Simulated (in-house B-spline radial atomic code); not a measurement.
Configurations of Ca II (Ca+), with energies counted from [Ar] 4s1. All numbers are computed (Dirac-Hartree-Fock, average of configuration; Fermi nucleus of rms radius 3.4776 fm) with an all-electron radial atomic-structure program (B-spline basis), not measured. Energies include first-order Breit, QED and recoil terms.

Occupations are held fixed; configurations that lie above the ionisation limit could autoionise.

```
               configuration  E - E(ref) (eV)  highest orbital  its <r> (bohr)
                    [Ar] 5s1           6.0912            5s1/2           7.846
                    [Ar] 6p1           8.7644            6p3/2           15.39
                    [Ar] 5g1            9.175            5g9/2           13.75
        [Ne] 3s2 3p5 4s1 6g1           39.692            6g9/2           21.97
        [Ne] 3s2 3p5 4s1 7d1           39.825            7d5/2           28.15
[He] 2s2 2p5 3s2 3p6 4s1 5d1           362.97            5d5/2           11.89
[He] 2s2 2p5 3s2 3p6 4s1 6f1           364.51            6f5/2           23.57
[He] 2s2 2p5 3s2 3p6 4s1 7d1           364.64            7d5/2           27.62
```

Order these further configurations by energy, lowest first.
A. [He] 2s2 2p5 3s2 3p6 4s1 6g1
B. [He] 2s2 2p5 3s2 3p6 4s1 8d1
C. [Ar] 3d1
D. [Ne] 3s2 3p5 4s1 5f1
E. [He] 2s2 2p5 3s2 3p6 4s1 5f1

C (2.0543 eV), D (38.994 eV), E (363.84 eV), A (364.53 eV), B (365 eV).

How far above the reference does [Ar] 4p1 lie?

2.9311 eV; its least bound orbital is 4p3/2 with <r> = 4.551 bohr.

How far above the reference does [He] 2s2 2p5 3s2 3p6 4s1 4f1 lie?

362.6 eV; its least bound orbital is 4f5/2 with <r> = 8.759 bohr.

How far above the reference does [He] 2s2 2p5 3s2 3p6 4s1 6d1 lie?

364.05 eV; its least bound orbital is 6d5/2 with <r> = 19.01 bohr.
